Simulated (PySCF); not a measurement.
PySCF input file for H₄SiSn, SMILES [SnH][SiH3] (connectivity only; charge and spin as stated), neutral, multiplicity 1, IEF-PCM-B3LYP/def2-SVP. The structure is a stationary point at B3LYP-D3(BJ)/def2-TZVP. The def2 effective core potentials stand for the cores of Sn; spin–orbit coupling is left out.

```python
import numpy as np
from pyscf import gto, scf, dft
from pyscf.solvent import pcm

mol = gto.M(
    atom='''
    Sn    0.03504477   -0.69234122    0.00000000
    H    -1.74476896   -0.63908103   -0.00000000
    Si    0.00465673    1.97788258    0.00000000
    H    -0.71473060    2.48514295    1.20079799
    H    -0.71473058    2.48514294   -1.20079800
    H     1.35679723    2.59549988    0.00000000
    ''',
    basis='def2-SVP',
    ecp={'Sn': 'def2-svp'},
    charge=0,
    spin=0,
    max_memory=1600,
    verbose=3,
)
mf = dft.RKS(mol, xc='b3lyp').density_fit(auxbasis='def2-universal-jkfit')
mf.grids.level = 3
mf.conv_tol = 1e-9
mf.max_cycle = 100
mf.kernel()
res = {}
for name, eps in {'water': 78.355, 'tetrahydrofuran': 7.4257, 'toluene': 2.3741}.items():
    s = mf.PCM()
    s.with_solvent.method, s.with_solvent.eps, s.with_solvent.lebedev_order = 'IEF-PCM', eps, 29
    s.kernel(mf.make_rdm1())
    res[name] = (s.e_tot, eps, s.dip_moment(), s.mo_energy, s.converged)
    print(f'{name}: electrostatic solvation free energy {(s.e_tot - mf.e_tot) * 627.509474:.3f} kcal/mol')
```

Program output:

```
converged SCF energy = -506.163388978423

WARN: PCM is an experimental feature. It is still in testing.
Features and APIs may be changed in the future.

converged SCF energy = -506.16731485643
Dipole moment(X, Y, Z, Debye):  0.74352, -1.39756,  0.00000
water: electrostatic solvation free energy -2.464 kcal/mol

WARN: PCM is an experimental feature. It is still in testing.
Features and APIs may be changed in the future.

converged SCF energy = -506.166524233089
Dipole moment(X, Y, Z, Debye):  0.66657, -1.32481,  0.00000
tetrahydrofuran: electrostatic solvation free energy -1.967 kcal/mol

WARN: PCM is an experimental feature. It is still in testing.
Features and APIs may be changed in the future.

converged SCF energy = -506.16512967832
Dipole moment(X, Y, Z, Debye):  0.55260, -1.18913,  0.00000
toluene: electrostatic solvation free energy -1.092 kcal/mol
```

The calculation finished and met its thresholds.
